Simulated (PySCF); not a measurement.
germanium monoxide (GeO), singlet, geometry from GFN2-xTB. Base run: PySCF with CAMB3LYP/pcseg-1.

Geometry (Å):
```xyz
2

Ge     0.0000     0.0000    -0.3152
O      0.0000     0.0000     1.2606
```
All else is at PySCF's defaults.
Base energy -2152.07398 Eh.

Each row names what was changed in the base input (with any setting that the change needs).

| change | ΔE vs base (µEh) | SCF cycles | outcome |
|---|---|---|---|
| base | 0.0 | 9 | converged |
| solver = newton; init_guess = 1e | 0.0 | - | converged |
| diis_space = 12 | 0.0 | 9 | converged |
| diis = off (with mf.max_cycle = 100) | - | 100 | not converged |
| diis_space = 20 | 0.0 | 9 | converged |
| init_guess = atom | 0.0 | 10 | converged |
| diis = off; damp = 0.6 (with mf.diis_start_cycle = 200; with mf.max_cycle = 150) | 0.0 | 21 | converged |
| init_guess = sap | 0.0 | 11 | converged |
| conv_tol = 1e-11 | 0.0 | 10 | converged |
| conv_tol = 1e-12 | 0.0 | 11 | converged |
| conv_tol = 1e-4 | 5.1 | 6 | converged |
| conv_tol = 1e-6 | 0.0 | 8 | converged |
| DIIS = EDIIS | - | 50 | not converged |
